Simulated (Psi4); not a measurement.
H₂Zn (SMILES [ZnH2]), singlet, at a GFN2-xTB geometry (such geometries of metal compounds can be far from the true shape).

The Psi4 input:
```
memory 2 GB

molecule mol {
0 1
  Zn    0.000000    0.000000    0.000000
  H    -0.000000   -0.000000   -1.499257
  H     0.000000    0.000000    1.499257
}

set basis cc-pvtz
set reference rks

energy('b3lyp')
print_variables()
```

### Question
What does this run give for the total energy, nuclear repulsion energy, dipole moment?

### Answer

* **total energy**: -1780.6640 Eh
* **nuclear repulsion energy**: 21.3541 Eh
* **dipole moment**: 0.00 D

### Question
Roughly what does it cost on one core?

### Answer
roughly 19 core-seconds.
